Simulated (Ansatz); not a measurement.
A run for Ansatz (a program for electronic structure): R-PBE0/def2-TZVPPD on H7OPSi (a complex), monomers drawn apart or pushed together. Files ending in .json are basis or fitting sets from the Basis Set Exchange.

Ansatz 0.2 input:
```yaml
crystal:
  periodic: [false, false, false]
  atoms:
    - {symbol: P, position_ang: [-0.24764424, 0.17427799, -0.36627793]}
    - {symbol: H, position_ang: [0.82048349, -0.50433316, -0.99940564]}
    - {symbol: H, position_ang: [-1.26217927, -0.59182909, -0.98737294]}
    - {symbol: H, position_ang: [-0.29698101, 1.22822421, -1.30892415]}
    - {symbol: O, position_ang: [-0.13606793, 0.65947503, 4.03026013]}
    - {symbol: Si, position_ang: [0.27138695, -0.67196428, 4.90800435]}
    - {symbol: H, position_ang: [-0.16782850, 0.56891341, 3.06696175]}
    - {symbol: H, position_ang: [-0.67799835, -1.79420640, 4.69018865]}
    - {symbol: H, position_ang: [0.23486716, -0.26574072, 6.32792206]}
    - {symbol: H, position_ang: [1.63131131, -1.16680600, 4.57064872]}
basis:
  gaussian:
    orbitals: def2-TZVPPD.json
hamiltonian:
  xc: {name: PBE0}
scf: {lower_state_search: off}
```

The head of its log:

```
WARN ansatz: RAYON_NUM_THREADS=1 ignored (pool sized by the plan → 1); use --threads N
Functional definition: PBE0
these checks for a lower state are left out or cut short: stability, starts, cluster_reference, orbital_swaps, neighbouring_geometries, increment
integrals: 0.17 GiB planned
1259 factors; their error is unknown
mean field: 1.37 GiB planned
mean field evaluation 1: about -19315.8584 eV, gradient 5.2e1 eV
mean field evaluation 2: about -19307.1503 eV, gradient 8.6e1 eV
```

### Question
What total energy does the run end on?

### Answer
-710.0101 hartree.
